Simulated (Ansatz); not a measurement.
Reaction (formal exchange of groups at the Sn–I bond): `[F][SnH2][I]` + ethane → `C[CH2][SnH2][F]` + HI

Computed with Ansatz on PBE0-D4/def2-TZVP structures; ΔE is electronic, products minus reactants. CBS: MP2 limit from def2 TZ/QZ plus the TZ coupled-cluster correction, frozen cores. This one scheme is used for every species. DFT in def2-TZVPP. HSE06 is defined as in plane-wave codes. def2 core potentials past Kr. For I, Sn outer-core shells are correlated without core-valence functions, which leaves a few kJ/mol of doubt a bond. Each species was taken in one conformer, which may not be the lowest.

`[F][SnH2][I]`:

```xyz
5

F    -1.542    0.527   -0.917
Sn    0.067    0.199    0.074
I     0.478   -2.423   -0.065
H     1.285    1.036   -0.761
H    -0.288    0.661    1.669
```

`CC`:

Cartesian coordinates in Å:
```
C -0.662 0.248 -0.276
C 0.662 -0.248 0.276
H -1.273 0.708 0.505
H -0.513 0.996 -1.058
H -1.245 -0.568 -0.710
H 1.273 -0.708 -0.505
H 0.513 -0.996 1.058
H 1.245 0.568 0.709
```

`C[CH2][SnH2][F]`:

```xyz
11

C    -0.825    0.564   -1.106
C    -0.613   -0.569   -0.111
Sn    1.030   -0.196    1.203
F     2.496    0.147   -0.012
H    -1.074    1.502   -0.604
H    -1.645    0.334   -1.792
H     0.070    0.740   -1.707
H    -1.502   -0.737    0.502
H    -0.395   -1.510   -0.622
H     0.900    1.247    2.108
H     1.558   -1.521    2.141
```

HI:

```xyz
2

I     0.187   -0.041   -0.782
H    -0.187    0.041    0.782
```

Question: Is it downhill or uphill in electronic energy at CCSD(T)/CBS, and by how much? (Best estimate.)

Answer: The calculation gave: Uphill: ΔE = +31.2 kcal/mol.

Question: What do these levels give: HSE06-D4, PBE-QIDH, PBE, revPBE, BHLYP, CCSD(T)/def2-TZVPP? (Estimate.)

Answer: Computed: HSE06-D4 31.8, PBE-QIDH 31.7, PBE 31.2, revPBE 31.7, BHLYP 33.5, CCSD(T)/def2-TZVPP 28.2 kcal/mol.

Question: What do rigid-rotor, harmonic-oscillator terms from PBE0-D4/def2-TZVP frequencies (298.15 K, 1 bar) make of the CCSD(T)/CBS value? (Estimate.)

Answer: Computed: ΔZPE = -3.2 kcal/mol, ΔH = +28.4 kcal/mol, ΔS = 2 J/(mol·K), ΔG = +28.3 kcal/mol. Modes under 50 cm⁻¹ make the entropy rough.

Largest T1 diagnostic among the species: 0.012.

From BLYP to BHLYP (50 % exact exchange), in def2-TZVPP and without D4, ΔE moves by +1.7 kcal/mol. Leaving LDA and LC-ωPBE aside and taking each functional with its dispersion term where it has one, the values, not all of them listed here, spread over 3.3 kcal/mol, from revPBE-D4 to BHLYP-D4. LDA lies −2.1 kcal/mol from PBE without D4.
